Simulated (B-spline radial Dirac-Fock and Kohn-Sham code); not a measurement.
Atomic SCF run for Dy⁴⁺

ΔSCF core binding energies without Breit or QED terms, calculated with a B-spline atomic structure program. Keys: rel is the Hamiltonian (dirac, or spin-free x2c and nr, where L3 and M5 stand for the whole 2p and 3d shells), method is hf or an exchange,correlation pair (spin-unpolarised, also for the hole states), nuc the nuclear model, radius_factor scales its radius, rmax is the box in bohr, h the logarithmic mesh step, order the B-spline order, points the quadrature points per cell, c_factor scales the speed of light, and damp, ndamp, maxit and tol steer the iteration. The run stops when the commutator error falls below 10·tol·max(1, Z/10), or the numerical noise floor, and the energy has settled to about 1e-8 Ha; the virial ratio is −V/T.

Input (task.json):

```json
{"items": [{"Z": 66, "q": 4, "cfg": [[1, 0, 2], [2, 0, 2], [2, 1, 6], [3, 0, 2], [3, 1, 6], [3, 2, 10], [4, 0, 2], [4, 1, 6], [4, 2, 10], [4, 3, 8], [5, 0, 2], [5, 1, 6]], "A": 164, "rrms": 5.2218, "do": "settings", "holes": ["K", "L3", "M5"],
  "settings": [{"rel": "dirac", "method": "hf", "nuc": "fermi", "radius_factor": 1.0, "rmax": 45.0, "h": 0.3, "order": 3, "points": 10, "c_factor": 1.0, "maxit": 67, "damp": 0.5, "ndamp": 3, "tol": 1e-08}]}]}
```

Command: `python xray2_run.py task.json out`

Ground-state iterations:

```
iter   energy (Ha)        error
   1   -12110.06980760  2.12e+00
   2   -12133.49115437  1.52e+00
   3   -12155.48324068  3.76e-01
   4   -12156.91882796  1.43e-01
   5   -12157.05345961  2.75e-02
   6   -12157.06121832  2.07e-02
   7   -12157.06599821  3.14e-03
   8   -12157.06607370  9.51e-04
   9   -12157.06608437  4.31e-05
  10   -12157.06608439  1.62e-06
  11   -12157.06608439  9.47e-08
```

The ground state converged in 11 iterations, with total energy -12157.06608 Ha, virial ratio 1.91184 and highest orbital energy -67.61 eV. ΔSCF binding energies: K (1s) 54084.1 eV, L3 (2p3/2) 7871.5 eV, M5 (3d5/2) 1362.2 eV.

Q: One setting is unsound. Which, and why?

A: order is too low for an accurate radial basis. With the default settings (Dirac Hartree-Fock): The ground state converged in 11 iterations, with total energy -12158.68342 Ha, virial ratio 1.91185 and highest orbital energy -67.18 eV. ΔSCF binding energies: K (1s) 54085.2 eV, L3 (2p3/2) 7870.6 eV, M5 (3d5/2) 1361.2 eV.
